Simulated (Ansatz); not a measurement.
Frontier orbitals of `C=C(Cl)[SiH2]S`.

Total charge 0; spin multiplicity 1. The geometry is a stationary point of PBE0-D4/def2-TZVP. It is one conformer, not always the lowest. Basis def2-TZVPP, Ansatz.

```
             functional  HOMO (eV)  LUMO (eV)  gap (eV)
                    PBE      -6.39      -1.95      4.44
                 revPBE      -6.34      -1.86      4.48
                 r2SCAN      -6.68      -1.79      4.89
                   PBE0      -7.62      -1.02      6.60
                r2SCAN0      -7.80      -0.93      6.87
HSE06 (plane-wave form)      -7.21      -1.40      5.81
                LC-ωPBE     -10.34       1.23     11.57
                ωB97X-V      -9.98       1.17     11.15
                ωB97M-V      -9.81       1.05     10.86
```

Against PBE, PBE0 changes HOMO and LUMO by −1.23 and +0.93 eV, ωB97M-V by −3.42 and +3.00 eV. A gap of 4.44 eV thus becomes 10.86 eV for the same molecule, so an orbital gap means little without its functional. A positive LUMO is unbound and depends on the basis.

LC-ωPBE has ω = 0.4 bohr⁻¹.
